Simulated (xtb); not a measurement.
Be(NH2)(OSiH3) (BeH₅NOSi), SMILES [Be]([NH2])[O][SiH3]. All values are semi-empirical tight-binding results from xtb (GFN2-xTB unless named), good for trends rather than for accurate numbers. The structure is a stationary point at GFN2-xTB. Other conformers were not sampled.

Optimised geometry:

```xyz
9

Be    -0.5828     0.6037     0.9828
N     -1.2663     1.3117     2.1307
H     -1.2336     1.0608     3.1038
H     -1.8464     2.1311     2.0750
O      0.0554    -0.0586    -0.0910
Si     0.7788    -0.8065    -1.3118
H     -0.2406    -1.5871    -2.0177
H      1.8141    -1.6694    -0.7381
H      1.3552     0.2269    -2.1759
```
Charge 0, spin multiplicity 1.

For metal compounds this method's bond lengths and energies can be far off.

Task: Estimate the properties. (Estimate from the structure and the level; the computed values follow.)

Result: 
| Quantity | Value |
|---|---|
| orbital gap | 5.61 eV |
| zero-point energy | 33.6 kcal/mol |
| G − E(el) at 298.15 K (modified RRHO) | 14.2 kcal/mol |

Computed atomic charges and the Wiberg bond orders between heavy atoms:
charges (e) Be1 0.61, N2 -0.53, H3 0.15, H4 0.15, O5 -0.55, Si6 0.51, H7 -0.11, H8 -0.11, H9 -0.11. Bond orders Be1–N2 1.16, Be1–O5 1.00, O5–Si6 1.17.
